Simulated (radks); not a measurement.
Problem. All-electron atom: Li+ in 1s1.5 2p0.5 (fractional occupations, a model configuration). Method: non-relativistic Kohn-Sham, revPBE, spin-polarised, spherical densities, point nucleus; open shells are filled with parallel spins first; computed with a radial shooting solver on a logarithmic mesh with Libxc functionals. Some entries of the table are withheld. Estimate them.

orbital,occ.,eigenvalue (eV),r(max) (bohr)
1s up,1,-75.5333,(1)
1s down,0.5,-70.4509,(2)
2s up,0,(3),2.352
2p up,0.5,-8.2618,2.259

Solution. 
(1) 1s up r(max) (bohr): 0.3457
(2) 1s down r(max) (bohr): 0.3506
(3) 2s up eigenvalue (eV): -10.5898
